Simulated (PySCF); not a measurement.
A side-by-side comparison of computed properties.

First species: C4H6Cl2O2S.
Numbering: `[CH3:1][S:2](=[O:3])(=[O:4])/[CH:5]=[CH:6]\[CH:7]([Cl:8])[Cl:9]` (hydrogens: H10, H11, H12 on C1; H13 on C5; H14 on C6; H15 on C7)

Second species: C₆H₁₄O.
InChI=1S/C6H14O/c1-6(2)4-5-7-3/h6H,4-5H2,1-3H3

Levels: PBE0/pcSseg-1 for dipole moment, HOMO energy, LUMO energy and HOMO–LUMO gap; GFN2-xTB for rotational constant A and rotational constant C. Geometries: GFN2-xTB. Each species is one conformer at its optimised geometry, gas phase, non-relativistic unless stated; the electronic structure was computed with PySCF and density fitting.

The conformers computed, where there is a choice (atom-mapped SMILES and torsion angles):
- `[CH3:1][S:2](=[O:3])(=[O:4])/[CH:5]=[CH:6]\[CH:7]([Cl:8])[Cl:9]`: C1–S2–C5–C6 180°, C5–C6–C7–Cl8 120°
- `[CH3:1][O:2][CH2:3][CH2:4][CH:5]([CH3:6])[CH3:7]`: C1–O2–C3–C4 179°, O2–C3–C4–C5 -64°, C3–C4–C5–C6 -72°

Values for the first species:

```
Dipole moment         : 5.38 D
HOMO energy           : -8.41 eV
LUMO energy           : -1.69 eV
HOMO–LUMO gap         : 6.72 eV
Rotational constant A : 1.808 GHz
Rotational constant C : 0.520 GHz
```

Question: Estimate the same properties for the second species, and the change in each.

Answer: 
```json
{"property": "dipole moment", "first": "5.38 D", "second": "1.17 D", "second less first": "-4.21 D"}
{"property": "HOMO energy", "first": "-8.41 eV", "second": "-7.29 eV", "second less first": "+1.12 eV"}
{"property": "LUMO energy", "first": "-1.69 eV", "second": "1.48 eV", "second less first": "+3.17 eV"}
{"property": "HOMO–LUMO gap", "first": "6.72 eV", "second": "8.77 eV", "second less first": "+2.05 eV"}
{"property": "rotational constant A", "first": "1.808 GHz", "second": "5.031 GHz", "second less first": "+3.223 GHz"}
{"property": "rotational constant C", "first": "0.520 GHz", "second": "1.175 GHz", "second less first": "+0.655 GHz"}
```

On the first: The dipole equals about 17.9 × 10⁻³⁰ C·m (1 D = 3.33564 × 10⁻³⁰ C·m). A dipole of 5.38 D is allowed in Cs, and pure rotational transitions are dipole-allowed.

On the second: The dipole matches unit charges of opposite sign 0.24 Å apart (1 e·Å = 4.8032 D).
